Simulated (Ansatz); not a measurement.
`[OH][GeH]([OH])[CH2]F` + H₂O → `[OH][GeH]([OH])[OH]` + `CF`  (formal hydrolysis of a Ge–C bond)

Isolated molecules relaxed with PBE0-D4/def2-TZVP in Ansatz; ΔE leaves out vibrations. CBS: MP2 limit from def2 TZ/QZ plus the TZ coupled-cluster correction, frozen cores. This one scheme is used for every species. DFT in def2-TZVPP. For Ge outer-core shells are correlated without core-valence functions, which leaves a few kJ/mol of doubt a bond. Scalar relativity is left out up to krypton. One conformer a species, not always the lowest.

Problem. Is it downhill or uphill in electronic energy at CCSD(T)/CBS, and by how much? (Best estimate.)

Solution. The calculation gave: Downhill: ΔE = -73.0 kJ/mol.

Problem. What do these levels give: ωB97M-V, B2PLYP, r2SCAN, HF/def2-TZVPP, HF/CBS(def2), CCSD/CBS(def2)? (An estimate is asked.)

Solution. The calculation gave: ωB97M-V -74.6, B2PLYP -80.3, r2SCAN -77.7, HF/def2-TZVPP -96.0, HF/CBS(def2) -96.8, CCSD/CBS(def2) -74.5 kJ/mol.

Largest T1 diagnostic among the species: 0.012.

The D4 term adds +3.4 kJ/mol with B3LYP and +2.0 kJ/mol with PBE0; it sums over pairs of atoms, weighted by their polarisabilities, and B3LYP, whose exchange is more repulsive, gets the larger term. From PBE to PBE0 (25 % exact exchange), in def2-TZVPP and without D4, ΔE moves by −4.0 kJ/mol.

B3LYP here is the variant with VWN-RPA as its local correlation; programs differ in this.
